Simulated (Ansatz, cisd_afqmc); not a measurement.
System: H2Se, charge 1, doublet. H2Se+ (parent SMILES [SeH2], doublet).
B3LYP-D3(BJ)/def2-TZVP minimum from Ansatz (an electronic-structure program):
```
Se
H 1 1.4885
H 1 1.4885 2 91.60
```
Charge +1, spin multiplicity 2.

Total energies in cc-pVDZ, 7 correlated electrons, 14 frozen orbitals. Open shells are spin-unrestricted; no spin-orbit coupling. Correlated methods leave the cores frozen (noble-gas shells, and filled d and f shells in the p block). No relativity. The Monte Carlo rows (phaseless AFQMC, CISD trial, step 0.005/hartree) carry one-sigma bars that omit the constraint's bias. Outlying blocks are dropped, and bars are widened where a walk drifts. Over all cases where full CI ran beside it in this data, AFQMC minus full CI had a median of +0.1 mEh and passed +0.4 mEh in a tenth of the cases. The spin of H2Se+ (parent SMILES [SeH2], doublet) was assumed, and the state is the lowest solution found for it.

```
method         program          energy (Eh)  minus CCSDTQ (mEh)
----------  ----------  -------------------  ------------------
HF              Ansatz          -2400.64947              129.67
MP2             Ansatz          -2400.75227               26.87
CCSD            Ansatz          -2400.77600                3.14
CCSD(T)         Ansatz          -2400.77852                0.62
CCSDT(Q)        Ansatz          -2400.77912                0.02
CCSDTQ          Ansatz          -2400.77914                0.00
AFQMC/CISD  cisd_afqmc  -2400.7791 ± 0.0001           0.1 ± 0.1
```

Rough core times of Ansatz's runs on a shared machine: CCSD(T) under 20 s, CCSDT(Q) under 20 s, CCSDTQ 2 min.
